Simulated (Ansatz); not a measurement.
F3HSeTi, SMILES `[F][Ti]([F])([F])[SeH]`, relaxed with RKS PBE-D4/def2-SVP in Ansatz from a rough embedded geometry. The force threshold is 0.03 eV/Å; the program also tests the step.

The species carries charge 0 and has multiplicity 1.

Start:

```xyz
6

F    -1.283    0.830   -1.254
Ti   -0.115   -0.407   -0.394
F    -1.069   -2.015   -0.131
F     1.394   -0.810   -1.485
Se    0.692    0.476    1.847
H     0.381    1.926    1.417
```

| step | energy (eV) | largest force (eV/Å) | largest move (Å) |
| --- | --- | --- | --- |
| 1 | -96597.6513 | 2.987 | 0.000 |
| 2 | -96598.5391 | 2.260 | 0.195 |
| 3 | -96598.6826 | 0.304 | 0.057 |
| 4 | -96598.6897 | 0.027 | 0.028 |

End:

```xyz
6

F    -1.127    0.813   -1.133
Ti   -0.124   -0.404   -0.389
F    -0.966   -1.903   -0.108
F     1.256   -0.742   -1.406
Se    0.627    0.434    1.771
H     0.333    1.803    1.265
```

Hardware: 4 threads of an Arm Neoverse V2 on a shared host. Wall time 7 s, peak host memory 0.18 GiB.
